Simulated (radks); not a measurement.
Calculated with a radial shooting solver on a logarithmic mesh with Libxc functionals: non-relativistic Kohn-Sham, PBE, spin-unpolarised, spherical densities, point nucleus. Response by self-consistent Sternheimer equations with the Hartree and adiabatic LDA kernel. Rank Si3+, S5+, Mg+, Al2+, P4+, K8+, Cl6+, Ar7+ (NIST ground configurations) by static dipole polarisability, largest first.

Answer. Mg+ 30.48, Al2+ 12.24, Si3+ 6.355, P4+ 3.785, S5+ 2.458, Cl6+ 1.695, Ar7+ 1.222, K8+ 0.9120 bohr^3.
